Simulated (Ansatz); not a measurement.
SeF4. Charge 0, multiplicity 1. Geometry r2SCAN-D4/def2-SVP, basis def2-TZVP, Ansatz.

| run | HOMO (eV) | LUMO (eV) |
| --- | --- | --- |
| A | -12.71 | -0.70 |
| B | -8.73 | -3.81 |
| C | -11.96 | -2.10 |
| D | -10.38 | -3.00 |
| E | -11.84 | -1.92 |
| F | -8.63 | -3.70 |

Problem. The runs used BHLYP, CAM-B3LYP, PBE, PBE0, revPBE, ωB97X-V. Estimate which is which.

Solution. A ωB97X-V (range-separated); B PBE (0 % exact exchange); C BHLYP (50 % exact exchange); D PBE0 (25 % exact exchange); E CAM-B3LYP (range-separated); F revPBE (0 % exact exchange). Exact exchange lowers occupied and raises empty levels; among semilocal functionals meta-GGAs tend to open the gap a little, and such runs are hard to tell apart. The gap grows from 4.92 eV (PBE) to 12.01 eV (ωB97X-V).
